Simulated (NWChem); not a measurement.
The numbers come from NWChem runs, not from measurements. System: Cl2Zn, charge 0, spin multiplicity 1, at a geometry optimised with B3LYP/def2-SVP. The structure started from a generated list of species. Level: TD-BHandHLYP/def2-SVPD.

The NWChem input:

```
start mol
memory heap 200 mb stack 900 mb global 1100 mb
geometry units angstroms nocenter noautoz
  Zn     0.000000     0.000000     0.000000
  Cl     0.000000     0.000000    -2.107977
  Cl     0.000000     0.000000     2.107977
  symmetry group D2h
end
basis spherical
  * library def2-svpd
end
dft
  xc bhlyp
  semidirect memsize 60000000 filesize 0
  iterations 100
end
tddft
  rpa
  nroots 6
  notriplet
  thresh 1e-4
end
task tddft energy
```

Output (cleaned and shortened):

```
             Northwest Computational Chemistry Package (NWChem) 7.3.0
             --------------------------------------------------------

                                NWChem Input Module
                                -------------------

 Scaling coordinates for geometry "geometry" by  1.889725989
 (inverse scale =  0.529177249)

 Turning off AUTOSYM since
 SYMMETRY directive was detected!

                             Geometry "geometry" -> ""
                             -------------------------

 Output coordinates in angstroms (scale by  1.889725989 to convert to a.u.)

  No.       Tag          Charge          X              Y              Z
 ---- ---------------- ---------- -------------- -------------- --------------
    1 Zn                  30.0000     0.00000000     0.00000000     0.00000000
    2 Cl                  17.0000     0.00000000     0.00000000    -2.10797700
    3 Cl                  17.0000     0.00000000     0.00000000     2.10797700

 Effective nuclear repulsion energy (a.u.)     292.3309440569

            Nuclear Dipole moment (a.u.)
            ----------------------------
        X                 Y               Z
 ---------------- ---------------- ----------------
     0.0000000000     0.0000000000     0.0000000000

      Symmetry information
      --------------------

 Group name             D2h
 Group number             26
 Group order               8
 No. of unique centers     2

      Symmetry unique atoms

     1    2


 Summary of "ao basis" -> "" (spherical)
 ------------------------------------------------------------------------------
       Tag                 Description            Shells   Functions and Types
 ---------------- ------------------------------  ------  ---------------------
 *                         def2-svpd                  on all atoms

                                 NWChem DFT Module
                                 -----------------

 Summary of "ao basis" -> "ao basis" (spherical)
 ------------------------------------------------------------------------------
       Tag                 Description            Shells   Functions and Types
 ---------------- ------------------------------  ------  ---------------------
 Zn                        def2-svpd                12       34   5s4p2d1f
 Cl                        def2-svpd                11       27   5s4p2d

 Summary of "ao basis" -> "ao basis" (spherical)
 ------------------------------------------------------------------------------
       Tag                 Description            Shells   Functions and Types
 ---------------- ------------------------------  ------  ---------------------
 Zn                        def2-svpd                12       34   5s4p2d1f
 Cl                        def2-svpd                11       27   5s4p2d

      Symmetry analysis of basis
      --------------------------

        ag         22
        au          3
        b1g         4
        b1u        19
        b2g         8
        b2u        12
        b3g         8
        b3u        12

            General Information
            -------------------
          SCF calculation type: DFT
          Wavefunction type:  closed shell.
          No. of atoms     :     3
          No. of electrons :    64
           Alpha electrons :    32
            Beta electrons :    32
          Charge           :     0
          Spin multiplicity:     1
          Use of symmetry is: off; symmetry adaption is: on
          Maximum number of iterations: 100
[...]
  Root   2 singlet b3g            0.229210779 a.u.                6.2371 eV
  ----------------------------------------------------------------------------
     Transition Moments    X  0.00000   Y -0.00000   Z -0.00000
     Transition Moments   XX  0.00000  XY -0.00000  XZ  0.10923
     Transition Moments   YY  0.00000  YZ  1.88814  ZZ -0.00000
     Dipole Oscillator Strength                    0.0000000000
     Electric Quadrupole                           0.0000002294
     Magnetic Dipole                               0.0000004678
     Total Oscillator Strength                     0.0000006972

          sigma_e =   2.2132 Angstrom
          sigma_h =   2.3259 Angstrom
         |d_h->e| =   0.0000 Angstrom
            d_exc =   3.0408 Angstrom
            d_CD1 =   0.1127 Angstrom
            d_CD2 =  -2.2695 Angstrom
            d_CD3 =   3.0408 Angstrom
     Pearson C.C. =   0.1031

     Occ.   30  b2u ---  Virt.   36  b1u -0.07477 X
     Occ.   30  b2u ---  Virt.   49  b1u  0.05490 X
     Occ.   31  b3g ---  Virt.   33  ag   0.98116 X
     Occ.   31  b3g ---  Virt.   37  ag  -0.13505 X
     Occ.   32  b2g ---  Virt.   33  ag   0.05676 X
  ----------------------------------------------------------------------------
  Root   3 singlet b2u            0.247267416 a.u.                6.7285 eV
  ----------------------------------------------------------------------------
     Transition Moments    X -0.02941   Y  0.61655   Z  0.00000
     Transition Moments   XX -0.00000  XY -0.00000  XZ  0.00000
     Transition Moments   YY -0.00000  YZ -0.00000  ZZ  0.00000
     Dipole Oscillator Strength                    0.0628048506
     Electric Quadrupole                           0.0000000000
     Magnetic Dipole                               0.0000000000
     Total Oscillator Strength                     0.0628048506

          sigma_e =   2.2279 Angstrom
          sigma_h =   2.3038 Angstrom
         |d_h->e| =   0.0000 Angstrom
            d_exc =   3.0219 Angstrom
            d_CD1 =   0.0760 Angstrom
            d_CD2 =  -2.2659 Angstrom
            d_CD3 =   3.0219 Angstrom
     Pearson C.C. =   0.1110

     Occ.   30  b2u ---  Virt.   33  ag  -0.98117 X
     Occ.   30  b2u ---  Virt.   37  ag   0.13094 X
     Occ.   31  b3g ---  Virt.   36  b1u  0.08640 X
     Occ.   31  b3g ---  Virt.   49  b1u -0.05688 X
     Occ.   31  b3g ---  Virt.   54  b1u  0.05173 X
  ----------------------------------------------------------------------------
  Root   4 singlet b3u            0.247267418 a.u.                6.7285 eV
  ----------------------------------------------------------------------------
     Transition Moments    X  0.61655   Y  0.02941   Z -0.00000
     Transition Moments   XX -0.00000  XY -0.00000  XZ -0.00000
     Transition Moments   YY -0.00000  YZ  0.00000  ZZ  0.00000
     Dipole Oscillator Strength                    0.0628048514
     Electric Quadrupole                           0.0000000000
     Magnetic Dipole                               0.0000000000
     Total Oscillator Strength                     0.0628048514

          sigma_e =   2.2279 Angstrom
          sigma_h =   2.3038 Angstrom
         |d_h->e| =   0.0000 Angstrom
            d_exc =   3.0219 Angstrom
            d_CD1 =   0.0760 Angstrom
            d_CD2 =  -2.2659 Angstrom
            d_CD3 =   3.0219 Angstrom
     Pearson C.C. =   0.1110

     Occ.   29  b3u ---  Virt.   33  ag  -0.98117 X
     Occ.   29  b3u ---  Virt.   37  ag   0.13094 X
     Occ.   32  b2g ---  Virt.   36  b1u  0.08640 X
     Occ.   32  b2g ---  Virt.   49  b1u -0.05688 X
     Occ.   32  b2g ---  Virt.   54  b1u  0.05173 X
  ----------------------------------------------------------------------------
  Root   5 singlet b1u            0.282020269 a.u.                7.6742 eV
  ----------------------------------------------------------------------------
     Transition Moments    X  0.00000   Y -0.00000   Z -0.63714
     Transition Moments   XX  0.00000  XY -0.00000  XZ  0.00000
     Transition Moments   YY  0.00000  YZ  0.00000  ZZ -0.00000
     Dipole Oscillator Strength                    0.0763246050
     Electric Quadrupole                           0.0000000000
     Magnetic Dipole                               0.0000000000
     Total Oscillator Strength                     0.0763246050

          sigma_e =   2.2505 Angstrom
          sigma_h =   2.3334 Angstrom
         |d_h->e| =   0.0000 Angstrom
            d_exc =   3.0701 Angstrom
            d_CD1 =   0.0828 Angstrom
            d_CD2 =  -2.2920 Angstrom
            d_CD3 =   3.0701 Angstrom
     Pearson C.C. =   0.1032

     Occ.   27  ag  ---  Virt.   36  b1u -0.05325 X
     Occ.   28  b1u ---  Virt.   33  ag   0.76368 X
     Occ.   28  b1u ---  Virt.   37  ag  -0.09281 X
     Occ.   31  b3g ---  Virt.   34  b2u -0.44236 X
     Occ.   32  b2g ---  Virt.   35  b3u -0.44236 X
  ----------------------------------------------------------------------------
  Root   6 singlet au             0.286131513 a.u.                7.7860 eV
  ----------------------------------------------------------------------------
     Transition Moments    X -0.00000   Y  0.00000   Z -0.00000
     Transition Moments   XX  0.00000  XY  0.00000  XZ  0.00000
     Transition Moments   YY  0.00000  YZ -0.00000  ZZ -0.00000
     Dipole Oscillator Strength                    0.0000000000
     Electric Quadrupole                           0.0000000000
     Magnetic Dipole                               0.0000000000
     Total Oscillator Strength                     0.0000000000

          sigma_e =   2.2413 Angstrom
          sigma_h =   2.3300 Angstrom
         |d_h->e| =   0.0000 Angstrom
            d_exc =   3.1170 Angstrom
            d_CD1 =   0.0887 Angstrom
            d_CD2 =  -2.2856 Angstrom
            d_CD3 =   3.1170 Angstrom
     Pearson C.C. =   0.0705

     Occ.   29  b3u ---  Virt.   52  b3g  0.05728 X
     Occ.   30  b2u ---  Virt.   53  b2g  0.05727 X
     Occ.   31  b3g ---  Virt.   35  b3u -0.69904 X
     Occ.   31  b3g ---  Virt.   45  b3u  0.06352 X
     Occ.   32  b2g ---  Virt.   34  b2u  0.69906 X
     Occ.   32  b2g ---  Virt.   44  b2u -0.06351 X

              Target root =      1
          Target symmetry = none
      Ground state energy =  -2699.351203814982
        Excitation energy =      0.229210776476
     Excited state energy =  -2699.121993038506

  stored tddft:energy   -2699.1219930385064

 Task  times  cpu:       91.5s     wall:       91.5s

 Total times  cpu:       91.6s     wall:       91.6s
```
